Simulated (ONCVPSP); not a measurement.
# An all-electron radial function and its pseudo partner (titanium (Ti))

Columns: radius, all-electron u(r) and pseudo u(r) of the 3s shell (level -63.33 eV) of titanium in the configuration [Ne] 3s2 3p6 3d2 4s1.5 4p0.5; PW91, scalar-relativistic, ONCV scheme, ONCVPSP 4.0.1.

```csv
r (bohr),all-electron,pseudo
0.105,-0.1089,0.1522
0.210,-0.5778,0.3083
0.315,-0.3747,0.4686
0.420,0.0915,0.6282
0.525,0.5373,0.7765
0.630,0.8583,0.9007
0.735,1.0411,0.9883
0.840,1.1091,1.0315
0.945,1.0950,1.0291
1.050,1.0291,0.9860
1.155,0.9349,0.9121
1.260,0.8288,0.8192
1.365,0.7215,0.7185
1.470,0.6194,0.6188
1.575,0.5260,0.5259
1.680,0.4428,0.4428
1.785,0.3702,0.3702
1.890,0.3077,0.3077
1.995,0.2546,0.2546
2.100,0.2099,0.2099
2.205,0.1724,0.1724
2.310,0.1413,0.1413
2.415,0.1155,0.1155
2.520,0.0943,0.0943
2.625,0.0768,0.0768
2.730,0.0625,0.0625
```

Problem. How many radial nodes do the two functions have?

Solution. The all-electron 3s function has n − l − 1 = 2 (the table is too coarse to show those close to the nucleus); the pseudo-wave has 0, since the states of the same l below it are removed with the core.

Problem. At about which radius was the pseudo-wave matched?

Solution. 1.65 bohr, where the columns begin to agree (steps of 0.10 bohr).

Problem. Where does each function peak?

Solution. Outermost all-electron maximum near 0.84 bohr, pseudo maximum near 0.84 bohr (to the table’s step).

Problem. Is the pseudo-wave norm-conserving?

Solution. Yes: the ONCV scheme keeps the norm inside the radius equal to the all-electron one, which fixes the energy derivative of the logarithmic derivative at the level.
